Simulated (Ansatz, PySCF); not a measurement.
Gas-phase reaction 3 R1 + R2 → P1 + 4 P2, each structure at its B3LYP-D3(BJ)/def2-TZVP stationary point, reached from a drawn start (curvature not checked).
P1, H2O3Si (SMILES O=[Si](O)O) (charge 0, multiplicity 1):
```xyz
6

Si     0.0000     0.2676     0.0000
O      0.0000     1.7829     0.0000
O      1.2745    -0.7276     0.0000
O     -1.2745    -0.7276     0.0000
H      2.1364    -0.2976     0.0000
H     -2.1364    -0.2976     0.0000
```
P2, H2 (SMILES [H][H]) (charge 0, multiplicity 1):
```xyz
2

H      0.0000     0.0000     0.3720
H      0.0000     0.0000    -0.3720
```
R1: H2O (SMILES O), charge 0, multiplicity 1.
R2: SiH4 (SMILES [SiH4]), charge 0, multiplicity 1.

```json
[
 {"level": "HF/cc-pV(D+d)Z", "reaction energy (kcal/mol)": "7.59", "minus CCSD(T)/cc-pV(Q+d)Z": "25.04"},
 {"level": "HF/cc-pV(T+d)Z", "reaction energy (kcal/mol)": "-8.14", "minus CCSD(T)/cc-pV(Q+d)Z": "9.31"},
 {"level": "PBE-D4/def2-TZVPP", "reaction energy (kcal/mol)": "-15.71", "minus CCSD(T)/cc-pV(Q+d)Z": "1.75"},
 {"level": "BLYP/def2-TZVPP", "reaction energy (kcal/mol)": "-21.54", "minus CCSD(T)/cc-pV(Q+d)Z": "-4.09"},
 {"level": "B3LYP-D3(BJ)/def2-TZVPP", "reaction energy (kcal/mol)": "-17.27", "minus CCSD(T)/cc-pV(Q+d)Z": "0.18"},
 {"level": "B3LYP-D4/def2-TZVPP", "reaction energy (kcal/mol)": "-18.02", "minus CCSD(T)/cc-pV(Q+d)Z": "-0.57"},
 {"level": "PBE0/def2-TZVPP", "reaction energy (kcal/mol)": "-8.45", "minus CCSD(T)/cc-pV(Q+d)Z": "9.00"},
 {"level": "BHLYP/def2-TZVPP", "reaction energy (kcal/mol)": "-10.58", "minus CCSD(T)/cc-pV(Q+d)Z": "6.87"},
 {"level": "BHLYP-D4/def2-TZVPP", "reaction energy (kcal/mol)": "-12.23", "minus CCSD(T)/cc-pV(Q+d)Z": "5.22"},
 {"level": "CAM-B3LYP/def2-TZVPP", "reaction energy (kcal/mol)": "-14.39", "minus CCSD(T)/cc-pV(Q+d)Z": "3.07"},
 {"level": "CAM-B3LYP-D4/def2-TZVPP", "reaction energy (kcal/mol)": "-15.46", "minus CCSD(T)/cc-pV(Q+d)Z": "1.99"},
 {"level": "wB97X-V/def2-TZVPP", "reaction energy (kcal/mol)": "-13.38", "minus CCSD(T)/cc-pV(Q+d)Z": "4.08"},
 {"level": "wB97M-V/def2-TZVPP", "reaction energy (kcal/mol)": "-16.21", "minus CCSD(T)/cc-pV(Q+d)Z": "1.24"},
 {"level": "B2PLYP/def2-TZVPP", "reaction energy (kcal/mol)": "-18.64", "minus CCSD(T)/cc-pV(Q+d)Z": "-1.19"},
 {"level": "B2PLYP-D4/def2-TZVPP", "reaction energy (kcal/mol)": "-19.51", "minus CCSD(T)/cc-pV(Q+d)Z": "-2.05"},
 {"level": "MP2/cc-pV(D+d)Z", "reaction energy (kcal/mol)": "-14.02", "minus CCSD(T)/cc-pV(Q+d)Z": "3.43"},
 {"level": "MP2/cc-pV(Q+d)Z", "reaction energy (kcal/mol)": "-23.56", "minus CCSD(T)/cc-pV(Q+d)Z": "-6.11"},
 {"level": "SCS-MP2/cc-pV(T+d)Z", "reaction energy (kcal/mol)": "-23.05", "minus CCSD(T)/cc-pV(Q+d)Z": "-5.60"},
 {"level": "CCSD/cc-pV(T+d)Z", "reaction energy (kcal/mol)": "-14.93", "minus CCSD(T)/cc-pV(Q+d)Z": "2.52"},
 {"level": "CCSD(T)/cc-pV(Q+d)Z", "reaction energy (kcal/mol)": "-17.45", "minus CCSD(T)/cc-pV(Q+d)Z": "0.00"}
]
```

 The comparison column counts from a level with limits of its own.

P less R. No zero-point or thermal terms. One arrangement of each flexible species, with no search for the lowest.

Correlated levels freeze the cores.

Codes used: Ansatz (a quantum-chemistry and plane-wave program) with Gaussian orbitals; PySCF for the D3/D4 terms. All values are computed, each at the level named.
